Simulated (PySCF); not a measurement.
Structure with atom numbers: `[SiH3:1][S:2][c:3]1[cH:4][cH:5][cH:6][cH:7][n:8]1` (H(Xn): hydrogen on atom n).

- σ from GIAO-PBE0/pcSseg-1
- PBE0-D3(BJ)/def2-SVP geometry
- run in PySCF 2.14.0 with density-fitted response routines
- averaged over atoms made equivalent by symmetry, fast rotation or ring inversion, one conformer, non-relativistic Hamiltonian, isolated molecule

δ = σ(ref) − σ, references computed at the same level: 13C (184.41 ppm) and 1H (31.27 ppm) and 29Si (351.99 ppm) against TMS; CS2 for 33S (495.66 ppm); 15N (265.67 ppm) against NH3.

```csv
atoms,nucleus,count,δ (ppm)
C4,13C,1,128.6
H(C5),1H,1,?
C6,13C,1,?
H(C6),1H,1,6.94
H(C4),1H,1,7.43
Si1,29Si,1,-64.0
C7,13C,1,153.8
C5,13C,1,142.1
C3,13C,1,167.9
H(C7),1H,1,?
S2,33S,1,-19
N8,15N,1,?
H(Si1),1H,3,4.62
```

Task: Fill in the missing shifts.

Result: 
- C6: 123.3 ppm, aromatic CH
- H(C7): 8.39 ppm, hydrogen on an aromatic CH next to a ring nitrogen; ring current plus the neighbouring ring nitrogen
- H(C5): 7.56 ppm, hydrogen on an aromatic CH; it sits in the deshielding region of the aromatic ring current
- N8: 342.3 ppm, pyridine-type ring nitrogen

Shifts are as computed. Against solution values, carbons near 30 ppm lie about +2 ppm off and those near 130 ppm about +5 ppm. Of 1211 compounds with measured shifts, 218 miss one by over three times the rms of a fit or turn the order of signals round; such compounds aren't used in these exercises. Experimental scales use liquid or dissolved standards, which lie at an offset from isolated NH3 (liquid NH3: subtract about 20 ppm). Unscaled 15N shifts of sp2 nitrogen come out 20 to 40 ppm too high even then.
